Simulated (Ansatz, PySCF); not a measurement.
Process, species as SMILES: [CH2]B(S)S -> CB([S])S
Structures are relaxed separately at B3LYP-D3(BJ)/def2-TZVP in Ansatz (a quantum-chemistry and plane-wave program), one conformer each, not searched for the lowest. Frequencies are from Ansatz or PySCF.

Property: isomerisation energy (enthalpy at 298 K, with B3LYP-D3(BJ) rigid-rotor harmonic-oscillator terms), in kJ/mol. Valence correlation only, unless marked. UHF or UKS for open shells. No spin-orbit coupling. No relativistic terms. Basis-set limits of correlation are two-point, X^-3; Hartree-Fock from the larger set.

| level | program | isomerisation energy (kJ/mol) |
|---|---|---|
| HF/6-31G* | Ansatz | -50.1 |
| HF/cc-pVTZ | Ansatz | -38.6 |
| revPBE-D4/def2-TZVPD | Ansatz + dftd4 | -32.5 |
| B97M-V/def2-TZVPD | Ansatz | -32.6 |
| PBE0/def2-TZVP | Ansatz | -36.4 |
| MP2/STO-3G | Ansatz | -102.7 |
| MP2/6-31G | Ansatz | -88.4 |
| MP2/cc-pV(D+d)Z | Ansatz | -44.7 |
| CCSD(T)/6-31G | Ansatz | -81.6 |
| CCSD(T)/CBS(aug-cc-pV(T+d)Z,aug-cc-pV(Q+d)Z) | Ansatz | -36.2 |
